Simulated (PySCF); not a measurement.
H₆InP₃. Atoms are numbered in the order given.

```xyz
10

In     0.0106    -0.0017     0.0000
P      0.1103     2.5467     0.0000
H     -0.8609     2.6555     1.0451
H     -0.8609     2.6555    -1.0451
P     -0.1273    -1.2704     2.2069
H      0.8373    -0.4212     2.8356
H      0.8460    -2.2371     1.8012
P     -0.1273    -1.2704    -2.2069
H      0.8460    -2.2371    -1.8012
H      0.8373    -0.4212    -2.8356
```

Geometry: B3LYP-D3(BJ)/def2-SVP. The def2 effective core potentials stand for the cores of In; spin–orbit coupling is left out. One conformer was computed; it need not be the lowest.

Level of theory: B3LYP/def2-TZVP run with PySCF.

ESP charges are fitted to the potential on shells at 1.4 to 2.0 van der Waals radii. Atomic charges (e):

```
atom  Mulliken  ESP fit  Löwdin
----  --------  -------  ------
In1          ?     0.50   -0.20
P2           ?    -0.33    0.02
H3           ?     0.08    0.02
H4           ?     0.08    0.02
P5           ?    -0.28    0.02
H6           ?     0.06    0.02
H7           ?     0.05    0.02
P8           ?    -0.28    0.02
H9           ?     0.05    0.02
H10          ?     0.06    0.02
```

Task: Complete the blanks. (The exact figures need the calculation; the answer reports its results.)

Result: 
- In1, Mulliken: 0.53
- P2, Mulliken: -0.29
- H3, Mulliken: 0.06
- H4, Mulliken: 0.06
- P5, Mulliken: -0.29
- H6, Mulliken: 0.06
- H7, Mulliken: 0.06
- P8, Mulliken: -0.29
- H9, Mulliken: 0.06
- H10, Mulliken: 0.06
